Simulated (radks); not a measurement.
Results of a calculation; reference values are marked as such.
Neutral chlorine, 17 electrons, occupied as [Ne] 3s2 3p4 4f1 (not the ground configuration).

Level of theory: Dirac Kohn-Sham, PBE, spin-unpolarised, spherical densities, finite nucleus; open shells fill j = l - 1/2 first; Fermi nuclear charge, rms radius 3.3654 fm (a radial shooting solver on a logarithmic mesh with Libxc functionals).

Energy parts (Ry):
part                       energy
total                  -921.92246
kinetic                 926.79045
electron-nucleus      -2187.44180
Hartree                 394.21852
exchange-correlation    -55.48963

Orbitals (lengths in bohr, moments of r in powers of bohr; <r^-3> diverges for s and p1/2; r(max) is where P^2 peaks):
orbital  occ.  eigenvalue (Ry)     <r^-3>   r(max)      <r>    <r^2>
1s1/2       2        -203.0297          -  0.05946  0.09097  0.01114
2s1/2       2        -19.38558          -   0.3618   0.4439   0.2342
2p1/2       2        -14.98260          -   0.3004   0.4051   0.2046
2p3/2       4        -14.85775      101.4   0.3022   0.4074   0.2068
3s1/2       2         -2.23235          -    1.268    1.490    2.565
3p1/2       2         -1.30845          -    1.387    1.702    3.421
3p3/2       2         -1.29798      8.581    1.393    1.709    3.451
4f5/2       1         -0.03207  0.0003505    16.73    17.47    330.9
4f7/2       0         -0.03207  0.0003505    16.73    17.47    330.9

The highest occupied level is 4f5/2 at -0.436 eV. Summed over all electrons, <r^2> = 351.5 bohr^2, which gives a Langevin (diamagnetic) susceptibility term of -278 x 10^-6 cm^3/mol.
